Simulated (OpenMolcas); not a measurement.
**V4+: moving the ligands**

V4+ with 6 ligands (chloride) in octahedral coordination (Oh) at 2.34 Å. A charge of +0.333 e stands 2.4 Å behind each ligand. Ligand basis ANO-RCC-VDZP.

```json
{"Program": "OpenMolcas", "Method": "CASSCF", "Basis": "ANO-RCC-VTZP [6s5p3d2f1g]", "Scalar Hamiltonian": "DKH2, point nucleus", "Active space": "1 electron in 5 orbitals (3d)", "State averaging": "2S+1 = 2 even, 5 roots", "Spin-orbit coupling": "RASSI with atomic mean-field integrals over the reference wave functions"}
```

Runs around this geometry, states (labels of O, the rotations of Oh). Energies in cm-1 above the lowest state or level, χT in cm3 K/mol; under a threefold ground state the first gap can be a small split of the lowest multiplet, not the spin-orbit step; 10Dq is the gap between the two states.

```json
{"R (Å)": "2.24", "Ground state": "2T2", "First state of that spin": "2E 18296", "10Dq": "18296", "First gap with spin-orbit (degeneracies)": "324.3 (4, 2)", "χT at 300 K": "0.372"}
{"R (Å)": "2.34", "Ground state": "2T2", "First state of that spin": "2E 15386", "10Dq": "15386", "First gap with spin-orbit (degeneracies)": "325.9 (4, 2)", "χT at 300 K": "0.373"}
{"R (Å)": "2.39", "Ground state": "2T2", "First state of that spin": "2E 14197", "10Dq": "14197", "First gap with spin-orbit (degeneracies)": "326.2 (4, 2)", "χT at 300 K": "0.374"}
```

Taking |10Dq| as R^-n, n = -ln(14197 / 18296) / ln(2.39 / 2.24) = 3.9 between the shortest and longest distance. The point-charge formula for a cubic d site gives n = 5.

An orbital triplet at a regular site is open to Jahn-Teller coupling, which can distort the site and quench the lowest spin-orbit gaps and is left out. Ligand-to-metal charge-transfer states are missing. With metal d orbitals alone and no dynamic correlation the field as a rule comes out too small, by tens of per cent, by up to half for chloride and softer ligands. The least metal-like active orbital is 75 % on the metal (Löwdin) and no ligand orbital is active, so the numbers are rough (holds for R = 2.24). The least metal-like active orbital is 76 % on the metal (Löwdin) and no ligand orbital is active, so the numbers are rough (holds for R = 2.34; R = 2.39). No measured value stands beside these numbers; the geometry is a model, was not optimised and need not be the one that this ion takes.
